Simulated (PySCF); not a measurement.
# Correlation energy of Sn²⁺ (tin, charge +2)

[Kr] 4d10 5s2, closed-shell 1S. Calculation: PySCF 2.14, in x2c-TZVPPall (8s6p4d2f, 60 functions); scalar relativity by spin-free X2C-1e. Frozen: [Kr] 4d10; 2 electrons correlated.

With two correlated electrons CCSD is exact within the correlated space (frozen core and kept virtual orbitals).

| level | correlation energy (mhartree) |
| --- | --- |
| CCSD | -33.92 |

Diagnostics: T1 = 0.0037, D1 = 0.0053, largest double amplitude 0.099.

Cost of the coupled-cluster step: of the order of 0.4 core-seconds, for 2 correlated electrons.
